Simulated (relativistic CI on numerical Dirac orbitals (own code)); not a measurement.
What each ingredient does to the levels of Cd⁺

Base calculation: Dirac-Coulomb-Breit CI, separate exchange-only KLI orbitals for each configuration, a model potential for QED, valence Slater integrals scaled by 0.85, P86 correlation energy added to each configuration.

Configuration list (outside the closed core [Kr]): 4d¹⁰5s, 4d¹⁰5p, 4d⁹5s², 4d¹⁰6s, 4d¹⁰5d, 4d¹⁰6p, 4d¹⁰7s, 4d¹⁰6d, 4d¹⁰7p, 4d¹⁰4f, 4d¹⁰8s, 4d¹⁰5g, 4d¹⁰5f, 4d¹⁰7d, 4d¹⁰8p, 4d⁹5s4f. Levels of other configurations are missing.

Variants: (1) Slater integrals left unscaled; (2) valence Slater integrals scaled by 0.75; (3) configuration mixing switched off; (4) one mean potential for all configurations. Shifts of the energy above 4d¹⁰5s ²S1/2, in cm⁻¹, for the lowest level and the first level of each name with at least 55 % of one term (blank where a level changes its place among those of its configuration and J or its character, or is not in the variant):

```csv
Level,Base,Δ(1),Δ(2),Δ(3),Δ(4),Measured
4d¹⁰5s ²S1/2,0.0,0.0,0.0,0.0,0.0,0.0
4d¹⁰5p ²P°1/2,41624.6,-10.5,+6.0,-15.2,+222.7,44136.1
4d¹⁰5p ²P°3/2,43689.4,-9.5,+5.5,-34.8,+162.9,46618.6
4d⁹5s² ²D5/2,74073.4,-56.8,+34.3,+40.4,+6244.7,69258.9
4d¹⁰6s ²S1/2,76640.5,0.0,0.0,-112.1,+1131.4,82990.7
4d⁹5s² ²D3/2,79357.7,-74.4,+42.8,+204.0,+7153.2,74893.7
4d¹⁰5d ²D5/2,82719.2,+34.3,-20.0,-161.8,+1474.3,89843.8
4d¹⁰5d ²D3/2,82750.2,+88.3,-52.9,-321.3,+829.3,89689.2
4d¹⁰6p ²P°1/2,88321.5,-3.3,+1.9,-74.3,+1169.4,
4d¹⁰6p ²P°3/2,88888.6,-3.3,+1.9,-66.0,+1200.7,
4d¹⁰7s ²S1/2,100410.4,0.0,0.0,-89.0,+1585.2,
4d¹⁰4f ²F°7/2,103159.2,-0.8,+0.5,-68.2,+1703.8,
4d¹⁰4f ²F°5/2,103163.5,-0.8,+0.4,-68.2,+1702.8,
4d¹⁰6d ²D3/2,103339.0,+6.3,-3.6,-86.6,+1499.0,
```

For a near-neutral ion this model can misplace configurations by up to about 10,000 cm⁻¹ (more where the count of f electrons changes) and terms by 10 to 25 % of their spread. Rates follow the energies as ν³ (E1, M1) or ν⁵ (E2), so they and the lifetimes can be off by large factors. The fine structure of a lone outer electron comes out too small, for d and f at times inverted, and misplaced configurations move strength between like terms. 7 of the 7 excited levels that our extract of the measured tables holds in this range could be paired (the sources list more); they are missed by 5019 cm⁻¹ on average and 7125 at most, and levels without a partner can miss by more.

Measured levels: NIST Handbook of Basic Atomic Spectroscopic Data (Sansonetti and Martin, J. Phys. Chem. Ref. Data 34, 1559 (2005)).

Ionisation energy from the two ground configurations alone: base 16.18 eV. The NIST ASD value (measured) is 16.9083 eV. The gap of more than 2 % comes from missing correlation.
